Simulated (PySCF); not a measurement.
Atom-mapped SMILES (the numbers label the heavy atoms): `[CH:1]#[C:2][C:3](=[O:4])[O:5][C:6]([F:7])([F:8])[F:9]`; H(Xn) means a hydrogen on atom n.

[PySCF 2.14.0 with density-fitted response routines: structure optimised with GFN2-xTB; σ from GIAO-PBE0/pcSseg-1; gas phase; relativity neglected; fast rotation and ring inversion assumed for equivalent nuclei; one computed conformer]

Question: List the cross peaks expected in HSQC, COSY and HMBC spectra.

Answer: 

HSQC (one-bond C–H):
| δH | δC |
| --- | --- |
| 2.70 (H(C1)) | 89.5 (C1) |

HMBC (two and three bonds, from the bond graph):
| δH | δC |
| --- | --- |
| 2.70 (H(C1)) | 150.0 (C3), 76.7 (C2) |

No COSY cross peaks are expected.

Chemical shifts δ = σref − σ; ¹H (31.72 ppm), ¹³C (186.93 ppm) vs TMS, all at this level.

Shifts are as computed. Against solution values, carbons near 30 ppm lie about +3 ppm off and those near 130 ppm about +5 ppm. Of 1211 compounds with measured shifts, 218 miss one by over three times the rms of a fit or turn the order of signals round; such compounds aren't used in these exercises.
